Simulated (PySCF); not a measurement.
# Dipole response of W (tungsten, neutral)

[Xe] 4f14 5d5 6s1, high-spin 7S determinant (an excited configuration). Calculation: PySCF 2.14, in x2c-TZVPPall with one added diffuse shell each of s, p, d, f type (12s8p8d4f1g, 113 functions); scalar relativity by spin-free X2C-1e. Coupled (time-dependent) response in atomic units; α is the mean over directions.

```
method  mean α (bohr³)  C₆ (like pair)  S(−4)
PBEsol           64.60           698.9   2305
```

S(−4) is the Cauchy moment in α(ω) = α(0) + S(−4) ω² + …

α(iu) at PBEsol:

| u (hartree) | α(iu) (bohr³) |
| --- | --- |
| 0 | 64.60 |
| 0.0500 | 59.56 |
| 0.100 | 49.67 |
| 0.200 | 33.29 |
| 0.300 | 23.68 |
| 0.500 | 14.11 |
| 0.750 | 8.895 |
| 1.00 | 6.279 |
| 1.50 | 3.719 |
| 2.00 | 2.492 |
| 3.00 | 1.352 |
| 5.00 | 0.5772 |

Spin-orbit coupling, which splits the p, d and f shells strongly at this Z, is absent.
